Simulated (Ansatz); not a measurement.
Species: sum formula HSiO, charge 0, multiplicity 2. It need not be the lowest isomer of its formula. 
Coordinates optimised at B3LYP-D3(BJ)/def2-TZVP (Ansatz, a quantum-chemistry and plane-wave program):
SMILES: [SiH]=O
```xyz
3

Si    -0.0147    -0.5041    -0.0112
O     -0.1485     1.0191     0.0164
H      1.3936    -1.0954     0.0249
```
Charge 0, spin multiplicity 2.

Quantity: vertical ionisation energy (to the singlet state of charge +1; each state is the SCF solution reached for its spin; for the singlet the Hartree-Fock reference is unstable and T1 is 0.034), in eV. Correlated levels leave the core frozen unless marked. UHF or UKS for open shells. Spin-orbit coupling is left out. No relativistic terms. CBS marks a two-point X^-3 extrapolation of the correlation energy; Hartree-Fock from the larger set.

```csv
level,program,vertical ionisation energy (eV)
SVWN5/def2-TZVPD,Ansatz,9.72
B3LYP/def2-TZVPD,Ansatz,___
SCS-MP2/aug-cc-pV(T+d)Z,Ansatz,9.48
SCS-MP2/aug-cc-pV(Q+d)Z,Ansatz,9.51
CCSD/def2-TZVPPD,Ansatz,9.72
CCSD/aug-cc-pV(Q+d)Z,Ansatz,9.77
"CCSD(T)/CBS(aug-cc-pV(T+d)Z,aug-cc-pV(Q+d)Z)",Ansatz,9.68
```

**Question.** Complete the blanks.

**Answer.** 
- B3LYP/def2-TZVPD, vertical ionisation energy (eV): 9.94
